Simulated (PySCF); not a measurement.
Distorted geometries of [BiCl4]−

[BiCl4]− (singlet). PySCF 2.14.0, RKS r2SCAN, Bi def2-SVP with ECP60, Cl def2-SVP; non-relativistic Hamiltonian with scalar-relativistic core potentials where named; density fitting; no spin-orbit coupling. Relaxed geometry:

```xyz
5

Bi    0.0000    0.0000    0.0000
Cl    1.5125    1.5125    1.5125
Cl   -1.5125   -1.5125    1.5125
Cl    1.5125   -1.5125   -1.5125
Cl   -1.5125    1.5125   -1.5125
```

Question: Order these distorted geometries by energy above the relaxed one, lowest first.
A.
```xyz
5

Bi   -0.0208   -0.0161    0.0453
Cl    1.5161    1.5071    1.4736
Cl   -1.5234   -1.5198    1.5364
Cl    1.5064   -1.4660   -1.5351
Cl   -1.4783    1.4948   -1.5202
```
B.
```xyz
5

Bi    0.1318   -0.1062   -0.0822
Cl    1.4758    1.4733    1.5660
Cl   -1.6134   -1.5442    1.5431
Cl    1.4885   -1.3489   -1.5268
Cl   -1.4827    1.5260   -1.5000
```
C.
```xyz
5

Bi    0.0532   -0.2905    0.0168
Cl    1.7305    1.7398    1.4906
Cl   -1.7290   -1.7090    1.4458
Cl    1.5201   -1.3794   -1.3907
Cl   -1.5748    1.6391   -1.5625
```

Answer: A (0.01 eV), B (0.62 eV), C (1.39 eV).

Question: Which forces (eV/Å) act in the one that lies 0.01 eV up?

Answer: 
```
Bi   0.14  0.01 -0.46
Cl   0.11  0.12  0.16
Cl  -0.16 -0.16  0.18
Cl  -0.05  0.01  0.09
Cl  -0.03  0.01  0.04
```
Forces carry noise of the integration grid, about 0.01 to 0.03 eV/Å.

No frequency check is given that shows the relaxed geometry to be a minimum.
